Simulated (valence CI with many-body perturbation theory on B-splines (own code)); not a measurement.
**Se²⁸⁺: input, log and results**

Computed by valence CI with perturbative core correlation (CI+MBPT): four valence electrons over a frozen Dirac-Fock core [He], a basis of 11 s, 11 p, 9 d, 7 f, 5 g, 2 h, 1 i functions for each j, with the one-electron correlation potential Σ1 (screened to all orders), the two-electron term Σ2, the three-electron term Σ3, Breit, model QED; selected single and double excitations, second order for the rest (own B-spline code, finite nucleus).

Command, and the settings that its task file holds:

```sh
python run_cv.py task.json out
```

```
atom Se  Z=34  mass_number=80  rms_radius_fm=4.1400
core [He]
valence 2s2 2p2
avg = 1
basis = L
breit = 1
cap = 40000
capref = 1200
cscale = 1
de = 0.0
dress = 0
eps = 2e-08
h = 0.27
hh = 1
l2 = 3
lcore = 6
maxit = 60
n2 = 5
natural = 1
nlev = 60
nno = [7, 7, 6, 5, 4, 2, 1]
nroot = 26
nsp = [4, 4, 3, 2, 1, 0, 0]
pt2 = 1
qed = 1
rpa = 1
s1 = 1
s2 = 1
s3 = 1
screen = 1
tol = 2e-05
```

Q: Roughly how long does this run take on one core of Arm Neoverse V1, and how much memory?

A: 4.5 min on 1 thread of Arm Neoverse V1 (shared host), peak memory 1.1 GiB.

Log. The first blocks belong to the next ion, which gives the ionisation energy. Fields: 2J, parity (1 odd), roots, reference size, generating configurations, candidates as configurations/state functions, variational space P, stored matrix elements, Davidson steps; e2 is the range of second-order energies in hartree. The first line gives the box (bohr), its intervals, the orbitals and the steps of their self-consistent field. Window is the range of levels sought, series limit the energy at which the first omitted orbital would enter, core excitation an estimate of the first excitation out of the core, left out the lowest levels not solved, and shifts from estimates the range by which levels moved from their first estimate, all in cm⁻¹.

```
rmax 2.9 intervals 58 orbitals 81 references ['2s2 2p2', '2s 2p3', '2p4'] scf 3 t 0.6
2J=1 par=1 roots 2 ref 40 generators 2 cand 2895/4152 P 1794/2733 nnz 1.5e+06 it 5
2J=1 par=1 roots 2 ref 40 generators 3 cand 1955/2543 P 2086/3179 nnz 2e+06 it 5
   second order: generators 9 cand 5741/8465 e2 -0.00002 -0.00001
reference levels 672, estimated 473, window 15542969 1/cm; series limit 21540019, core excitation 92039348
2J=0 par=0 roots 13 ref 38 generators 17 cand 19557/32685 P 5331/8000 nnz 3.6e+06 it 7
2J=0 par=0 roots 13 ref 38 generators 21 cand 20414/34310 P 14076/23442 nnz 2.5e+07 it 7
   second order: generators 47 cand 38970/68417 e2 -0.00005 -0.00000
2J=2 par=0 roots 21 ref 83 generators 20 cand 25096/92220 P 2591/7997 nnz 5.2e+06 it 8
2J=2 par=0 roots 21 ref 83 generators 20 cand 23764/87944 P 11173/39991 nnz 8e+07 it 9
   second order: generators 48 cand 48150/193043 e2 -0.00051 -0.00012
2J=4 par=0 roots 22 ref 93 generators 21 cand 27992/131801 P 2407/7998 nnz 5.7e+06 it 7
2J=4 par=0 roots 22 ref 93 generators 25 cand 33815/161263 P 9665/39999 nnz 8.5e+07 it 8
   second order: generators 60 cand 66407/374210 e2 -0.00133 -0.00027
2J=4 par=1 roots 20 ref 100 generators 22 cand 27982/131619 P 2316/7998 nnz 6e+06 it 10
2J=4 par=1 roots 20 ref 100 generators 23 cand 28252/132436 P 9417/39996 nnz 8.5e+07 it 10
   second order: generators 57 cand 63067/356870 e2 -0.00126 -0.00025
2J=2 par=1 roots 20 ref 94 generators 23 cand 25169/92363 P 2804/7998 nnz 5.3e+06 it 8
2J=2 par=1 roots 20 ref 94 generators 24 cand 25262/98567 P 11674/40000 nnz 8e+07 it 8
   second order: generators 60 cand 54955/226772 e2 -0.00061 -0.00008
2J=6 par=1 roots 11 ref 70 generators 15 cand 27188/140773 P 2406/7998 nnz 5.9e+06 it 7
2J=6 par=1 roots 11 ref 70 generators 16 cand 27420/143878 P 8815/39999 nnz 9.6e+07 it 8
   second order: generators 43 cand 59068/407559 e2 -0.00063 -0.00025
2J=0 par=1 roots 8 ref 37 generators 13 cand 18443/30695 P 5151/7999 nnz 3.8e+06 it 9
2J=0 par=1 roots 8 ref 37 generators 14 cand 16319/27070 P 11834/19267 nnz 1.8e+07 it 9
   second order: generators 29 cand 28914/51451 e2 -0.00004 -0.00001
2J=6 par=0 roots 12 ref 63 generators 12 cand 27101/140642 P 2238/7997 nnz 6e+06 it 9
2J=6 par=0 roots 12 ref 63 generators 14 cand 31372/171857 P 8288/39997 nnz 9.8e+07 it 9
   second order: generators 37 cand 58755/382247 e2 -0.00091 -0.00030
2J=8 par=1 roots 4 ref 36 generators 6 cand 15685/84313 P 2307/7997 nnz 6.2e+06 it 4
2J=8 par=1 roots 4 ref 36 generators 7 cand 16985/97476 P 7686/37129 nnz 1.1e+08 it 5
   second order: generators 19 cand 36839/244761 e2 -0.00011 -0.00006
2J=8 par=0 roots 5 ref 31 generators 5 cand 16809/101359 P 2181/7990 nnz 6.7e+06 it 8
2J=8 par=0 roots 5 ref 31 generators 6 cand 19183/116891 P 7569/39996 nnz 1.3e+08 it 8
   second order: generators 17 cand 36192/239922 e2 -0.00010 -0.00004
2J=10 par=0 roots 2 ref 11 generators 2 cand 8738/47827 P 2111/7993 nnz 8e+06 it 4
2J=10 par=0 roots 2 ref 11 generators 3 cand 10967/70355 P 4513/21800 nnz 5.6e+07 it 5
   second order: generators 7 cand 20196/137301 e2 -0.00006 -0.00005
left out: unestimated 20553307, estimated 16351228, shifts from estimates -102 to 245
operators 0.2
```

The Davidson iterations converged.

The last digits are not significant, and no measured levels were compared; by estimate large intervals hold to a few tenths of a per cent, small ones and those within an open d or f shell to about a per cent. Among the levels kept, up to 280 cm⁻¹ of a level comes from second order outside the variational space, and about a tenth of that is noise between levels of different J, which matters for small intervals.

```
Valence energy                            : -499.7544 hartree
Ionisation energy                         : 3150.9 eV (NIST: 3146 ± 3 eV (semi-empirical))
Reference configurations for the orbitals : 2s2 2p2, 2s 2p3, 2p4
Radial orbitals                           : 81
Box radius                                : 2.906 bohr
Largest variational space                 : 40000
Lowest levels                             : (2s^2 2p1/2^2) J=0 0, (2s^2 2p1/2 2p3/2) J=1 298630, (2s^2 2p1/2 2p3/2) J=2 373830, (2s^2 2p3/2^2) J=2 729220, (2s^2 2p3/2^2) J=0 908500, (2s 2p1/2^2 2p3/2) J=2 997070, (2s 2p1/2^2 2p3/2) J=1 1342800, (2s 2p1/2 2p3/2^2) J=2 [a] 1413500, (2s 2p1/2 2p3/2^2) J=3 1519800, (2s 2p1/2 2p3/2^2) J=0 1677900, (2s 2p1/2 2p3/2^2) J=1 [a] 1714400, (2s 2p1/2 2p3/2^2) J=2 [b] 1770800, (2s 2p1/2 2p3/2^2) J=1 [b] 1873500, (2s 2p3/2^3) J=2 2069400 cm⁻¹
```

Levels are named by their leading jj configuration (3d3/2^4 stands for four electrons in 3d with j = 3/2), which in mixed levels can hold well under half, so a name can repeat and another be missing. Letters in brackets count levels of one name in rising energy.
